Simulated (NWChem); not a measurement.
System: C2H2BFO2; SMILES O=C1OCB1F

Input file for NWChem:

```
start job
memory heap 200 mb stack 900 mb global 1100 mb
geometry units angstroms noautoz
  O      1.302924    -1.595268     0.000000
  C      0.438758    -0.761665     0.000000
  O     -0.944586    -1.023559     0.000000
  C     -1.420372     0.378140     0.000000
  B      0.098818     0.825401     0.000000
  F      0.768887     1.954128     0.000000
  H     -2.029388     0.590646     0.903863
  H     -2.029388     0.590646    -0.903863
end
basis spherical
  * library 6-31+g*
end
dft
  xc xpbe96 cpbe96
  iterations 150
end
tddft
  cis
  nroots 8
  notriplet
end
task tddft energy
```

Coordinates come from a PBE-D3(BJ)/def2-SVP optimisation.

Vertical excitations in the gas phase.

**Question.** Give the results of this calculation. (PBE/6-31+G* (spherical d), TDA.) Quantities: lowest excitation, singlet (eV); oscillator strength of that lowest state; lowest state with f > 0.02, singlet (eV); oscillator strength of that bright state; orbital gap (eV).

**Answer.** 
| Quantity | Result |
|---|---|
| lowest excitation, singlet (eV) | 3.23 |
| oscillator strength of that lowest state | 0.002 |
| lowest state with f > 0.02, singlet (eV) | 6.68 |
| oscillator strength of that bright state | 0.030 |
| orbital gap (eV) | 2.95 |
